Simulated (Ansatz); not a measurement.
```yaml
crystal:
  periodic: [false, false, false]
  atoms:
    - {symbol: Xx, position_ang: [-1.357466, -0.165858, -0.875655]}
    - {symbol: C, position_ang: [-0.093507, -0.197833, -0.893665]}
    - {symbol: B, position_ang: [0.340792, 0.126809, 0.872698]}
    - {symbol: O, position_ang: [0.619587, 0.968211, -0.271948]}
    - {symbol: H, position_ang: [0.355886, -0.830012, -1.338582]}
    - {symbol: H, position_ang: [0.340560, 0.104090, 2.010285]}
basis:
  gaussian: {orbitals: 6-31G}
magnetization: {spin_polarized: true, initial_magnetization: 0}
hamiltonian: {xc: {name: CAM-B3LYP}, dispersion: d4}
output: {forces: true}
```

```sh
$ ansatz run in.yaml --threads 2 --pin off --events-out ev --progress --plain --max-ram 4352MiB
```

It prints (some lines left out):

```
Error: YAML parse error: error: line 4 column 16: `Xx` is not an element symbol (H … Og, case-exact)
 --> <input>:4:16
2 |   periodic: [false, false, false]
3 |   atoms:
4 |     - {symbol: Xx, position_ang: [-1.357466, -0.165858, -0.875655]}
5 |     - {symbol: C, position_ang: [-0.093507, -0.197833, -0.893665]}
6 |     - {symbol: B, position_ang: [0.340792, 0.126809, 0.872698]}
```

Q: What is wrong with this run?

A: An element symbol is wrong. The input was rejected before any iteration.
